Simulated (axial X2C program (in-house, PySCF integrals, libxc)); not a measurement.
**Ionising MnO**

Computed with an axial X2C code built on PySCF integrals, spin-free (one-electron X2C) or two-component (2c: spin–orbit coupling with atomic mean-field Coulomb and Gaunt terms, which also bring small scalar terms), in Dyall basis sets with cores contracted in-house; open shells are unrestricted.

Basis sets: Mn dyall-cv3z, O dyall-av3z.

```csv
Hamiltonian,level,MnO state,Re (Å),ωe (cm⁻¹),De (eV)
spin-free,PBE0,"M_S = 5/2, Λ = 0",1.623,875.6,4.02
2c,PBE0,Ω = 5/2,1.623,875.1,4.02
```

Adiabatic ionisation energy (minimum to minimum, no zero-point term) and constants of MnO⁺:

| Hamiltonian | level | MnO⁺ state | IE (eV) | Re (Å) | ωe (cm⁻¹) | De (eV) | fragments |
| --- | --- | --- | --- | --- | --- | --- | --- |
| spin-free | PBE0 | M_S = 2, Λ = 1 | 8.77 | 1.719 | 645.7 | 2.34 | Mn+ + O |
| 2c | PBE0 | Ω = 1 | 8.76 | 1.718 | 645.6 | 2.36 | Mn+ + O |

Question: Add the zero-point terms to the ionisation energy at PBE0, 2c, and say whether the electron removed was bonding.

Answer: IE0 = IE + (ωe⁺ − ωe)/2 = 8.76 + (-0.014) = 8.75 eV. Re changes by 0.095 Å, so the bond lengthens, as on loss of a bonding electron.

Question: Close the cycle De(MnO⁺) + IE(MnO) = De(MnO) + IE(Mn) to find the atomic ionisation energy at PBE0, 2c.

Answer: IE(Mn) = 2.36 + 8.76 − 4.02 = 7.10 eV, for the determinants used.

Each entry is the lowest single determinant of a limited PBE0 search at one distance. De goes to single-determinant-based atoms at the same level (for ions the charge split of lowest energy) and is withheld (n/a) where an atom does not fit its ground term or J level. Main or longest-lived isotopes. One determinant is a doubtful description, or other states lie close, for MnO, MnO⁺; these need not be ground states, and all values refer to the states named. Some open-shell Ω = 0 determinants are out of reach, so the Ω given for MnO⁺ need not be the lowest component. With several unpaired electrons the Ω given is that of one determinant, not necessarily of the lowest component. Some light 2c atoms are not at their ground J level, so De misses part of their lowering (0.04 eV or less). The functionals have no current term, which raises determinants with orbital currents.
